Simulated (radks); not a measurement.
Trend from Mg2+ to Ar2+: ionisation energy by Delta-SCF between NIST ground configurations, and size. Calculated with a radial shooting solver on a logarithmic mesh with Libxc functionals: Dirac Kohn-Sham, LDA (Slater exchange, Perdew-Wang correlation), spin-unpolarised, spherical densities, finite nucleus; open shells fill j = l - 1/2 first; Fermi nuclear charge, rms radius of each element as measured or else 0.836 A^(1/3) + 0.57 fm.

| species | configuration | IE (eV) | NIST (eV) | kind | -e(HOMO) (eV) | outermost | <r> outermost (bohr) |
|---|---|---|---|---|---|---|---|
| Mg2+ | [Ne] | 81.186 | 80.144 | exp. | 66.736 (2p3/2) | 2s1/2 | 0.698 |
| Al2+ | [Ne] 3s1 | 28.429 | 28.448 | exp. | 23.929 (3s1/2) | 3s1/2 | 2.20 |
| Si2+ | [Ne] 3s2 | 34.139 | 33.493 | exp. | 28.658 (3s1/2) | 3s1/2 | 1.95 |
| P2+ | [Ne] 3s2 3p1 | 29.944 | 30.203 | exp. | 24.434 (3p1/2) | 3p1/2 | 1.96 |
| S2+ | [Ne] 3s2 3p2 | 34.222 | 34.86 | semi-emp. | 28.127 (3p1/2) | 3p1/2 | 1.76 |
| Cl2+ | [Ne] 3s2 3p3 | 38.311 | 39.8 | semi-emp. | 31.686 (3p3/2) | 3p3/2 | 1.60 |
| Ar2+ | [Ne] 3s2 3p4 | 42.554 | 40.74 | semi-emp. | 35.398 (3p3/2) | 3p3/2 | 1.47 |

Reference values: NIST Atomic Spectra Database (exp. = measured, semi-emp. = semi-empirical, theory = theoretical value adopted there). Spin polarisation and multiplet splitting are left out, so open shells lie too high by an amount that depends on their filling.

Beside tabulated values, note that spin-unpolarised runs miss the spin-polarisation part of the exchange energy of open shells.
